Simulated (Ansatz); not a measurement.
Two structures of Si2H8SO, closed shell, reached by relaxing down either side of one saddle point (PBE0-D4/def2-TZVP). Energies are electronic, without zero-point energy. Computed with Ansatz 0.2.0 (basis: def2-TZVPP and def2-QZVPP); correlated methods freeze the cores. Extrapolation: Hartree–Fock as exp(−7.88 √X), correlation as X^−2.97. First:

```xyz
12
angstrom
Si 0.3418 0.3705 -0.0404
H 0.7620 -0.9336 -0.6154
O -1.2265 0.6474 -0.4385
Si -2.7718 0.1425 -0.3124
H 0.4697 0.3368 1.4386
H 1.1406 1.4765 -0.6156
H 3.9771 -0.4846 -0.4817
S 3.6174 -0.1269 0.7604
H -3.1699 0.0379 1.1170
H -2.9354 -1.1905 -0.9519
H -3.6456 1.1266 -0.9966
H 3.4407 -1.4027 1.1364
```

Second:

```
atom    x (Å)    y (Å)    z (Å)
 Si1   0.9412   1.1434   0.5340
  H2   0.8607  -1.4638  -2.2245
  O3  -0.6434   0.8749   0.2770
 Si4  -1.7979  -0.1488  -0.2757
  H5   1.0368   2.2661   1.4928
  H6   1.6330   1.4468  -0.7406
  H7   1.0716  -1.7136  -1.5528
  S8   1.9687  -0.5613   1.2966
  H9  -1.5471  -1.5260   0.2186
 H10  -1.8060  -0.1496  -1.7606
 H11  -3.1067   0.3341   0.2275
 H12   1.3890  -0.5024   2.5076
```

(1) Which bonds change from the first to the second?

(2) Give the saddle point's structure and its height above each. (An estimate is asked for; the value comes from the calculation.)

No T1 diagnostic of these runs exceeds 0.013.

Answers

(1) Si₂H₆O ([SiH3][O][SiH3]) + H₂S → Si₂H₆SO ([SiH3][O][SiH2][SH]) + H₂; bonds formed: Si1–S8, H2–H7; bonds broken: Si1–H2, H7–S8.

(2) The calculation gives: 44.93 kcal/mol above the first and 55.72 kcal/mol above the second (CCSD(T) at an estimated basis limit (MP2 extrapolated from triple and quadruple zeta, plus CCSD(T) − MP2 in triple zeta)).
Si1  (0.760, 0.580, 0.089)
H2  (0.956, -0.762, -0.973)
O3  (-0.778, 0.586, -0.525)
Si4  (-2.275, -0.028, -0.271)
H5  (0.492, 0.343, 1.522)
H6  (1.329, 1.786, -0.529)
H7  (1.793, -0.699, -0.586)
S8  (3.095, -0.087, 0.499)
H9  (-2.518, -0.209, 1.185)
H10  (-2.399, -1.347, -0.946)
H11  (-3.275, 0.913, -0.831)
H12  (2.820, -1.076, 1.366)
(Å)

Labels in which every atom is bracketed show which atoms are joined, not bond orders.

For scale, one of the runs: CCSD(T)/def2-TZVPP, 269 basis functions, launched by `ansatz run in.yaml --threads 4 --pin off --events-out ev --progress --plain --max-ram 9574MiB`. Hardware: 4 CPU threads of an Arm Neoverse V2, shared host. Wall time 2.5 min; peak host memory 6.3 GiB.
